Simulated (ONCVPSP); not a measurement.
**Varying the ONCV potential for Hg (Z = 80)**

Base potential:

ONCVPSP 4.0.1 input, shortened (lines: element, Z, core and valence counts, functional; n l f; lmax; l rc ep ncon nbas qcut; lloc lpopt rc5 dvloc0; l nproj debl; icmod fcfact rcfact), PBEsol, scalar-relativistic:

```
  Hg 80.00    9    6  -116133      upf
    1    0    2.00
    2    0    2.00
    2    1    6.00
    3    0    2.00
    3    1    6.00
    3    2   10.00
    4    0    2.00
    4    1    6.00
    4    2   10.00
    4    3   14.00
    5    0    2.00
    5    1    6.00
    5    2   10.00
    6    0    1.50
    6    1    0.50
    3
    0    1.50    0.00    5    8    8.90
    1    1.60    0.00    5   10    7.40
    2    1.35    0.00    3    6    6.20
    3    0.55    0.00    4    9   33.00
    3    5    0.55    0.00
    0    2    3.30
    1    3    1.60
    2    2    3.80
    3    0    2.20
    3    2.25    1.60
```

Cutoffs, loose and tight: the cutoffs (Ha) at which the residual kinetic energy of the hardest occupied pseudo-wave falls to 1 and 0.1 mHa per electron. They do not see the model core or the augmentation charge, which bear on the density cutoff. Test errors are all-electron minus pseudo excitation energies from the reference, over the configurations 4f14 5s2 5p6 5d10 6s2 6p0; 4f14 5s2 5p6 5d10 6s1 6p0; 4f14 5s2 5p6 5d10 6s0 6p0; 4f14 5s2 5p6 5d10 6s1.5 6p0. A dash means not determined; rows that change the core or the reference have their own tests. The largest error is taken over the tests solved by every variant that gives reliable tests at all: 4f14 5s2 5p6 5d10 6s1 6p0; 4f14 5s2 5p6 5d10 6s1.5 6p0; 4f14 5s2 5p6 5d10 6s2 6p0.

A true bound ghost makes a file unfit for plane-wave use even where its test errors are small: the radial tests pick states by their node count and pass the ghost by.

| change | outcome | cutoff, loose | cutoff, tight | bound ghosts | GHOST(+) flags above zero | largest test error (meV) |
| --- | --- | --- | --- | --- | --- | --- |
| base | generated | 445 Ha | 487 Ha | s, p, d | p | -3.0 |
| p: rc 1.08 | generated | 445 Ha | 487 Ha | s, p, d | p | -3.0 |
| p: rc 1.26 | generated | 445 Ha | 487 Ha | s, p, d | p | -3.0 |
| p: rc 1.38 | generated | 445 Ha | 487 Ha | s, p, d | p | -3.0 |
| p: rc 1.58 | generated | 445 Ha | 487 Ha | s, p, d | p | -3.0 |
| p: rc 1.74 | generated | 445 Ha | 487 Ha | s, p, d | p | -3.1 |
| p: rc 1.86 | generated | 445 Ha | 487 Ha | s, p, d | p | -3.1 |
| p: rc 2.02 | generated | 445 Ha | 487 Ha | s, p, d | p | -3.1 |
| p: rc 2.2 | generated | 445 Ha | 487 Ha | s, p, d | p | -3.1 |
| p: rc 2.3 | generated | 445 Ha | 487 Ha | s, p, d | p | -3.2 |

Reading the sweep of the p radius (base included, trends over the rows without a ghost): Bound ghosts are found at 1.08, 1.26, 1.38, 1.58, 1.6, 1.74, 1.86, 2.02, 2.2, 2.3 bohr. Every judged row has one, so this setting neither creates nor removes them.
